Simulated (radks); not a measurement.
The numbers below are computed, except where a source is named.
Problem. The palladium ion Pd22+, 24 electrons, occupied as [Ar] 3d6. Level of theory: Dirac Kohn-Sham, BLYP, spin-unpolarised, spherical densities, point nucleus; open shells fill j = l - 1/2 first (a radial shooting solver on a logarithmic mesh with Libxc functionals). Some entries of the table are withheld. Estimate them.

orbital,occ.,eigenvalue (eV),r(max) (bohr),<r^2> (bohr^2)
1s1/2,2,-24957.50,0.02065,0.001371
2s1/2,2,(1),0.1168,0.02232
2p1/2,2,-4063.038,0.09036,0.01670
2p3/2,4,-3902.586,0.09451,0.01801
3s1/2,2,-1335.782,0.3328,0.1491
3p1/2,2,-1238.965,(2),0.1420
3p3/2,4,-1207.177,(3),0.1492
3d3/2,4,-1043.369,0.2652,(4)
3d5/2,2,-1036.602,0.2677,(5)

Solution. 
(1) 2s1/2 eigenvalue (eV): -4314.003
(2) 3p1/2 r(max) (bohr): 0.3178
(3) 3p3/2 r(max) (bohr): 0.3266
(4) 3d3/2 <r^2> (bohr^2): 0.1231
(5) 3d5/2 <r^2> (bohr^2): 0.1251
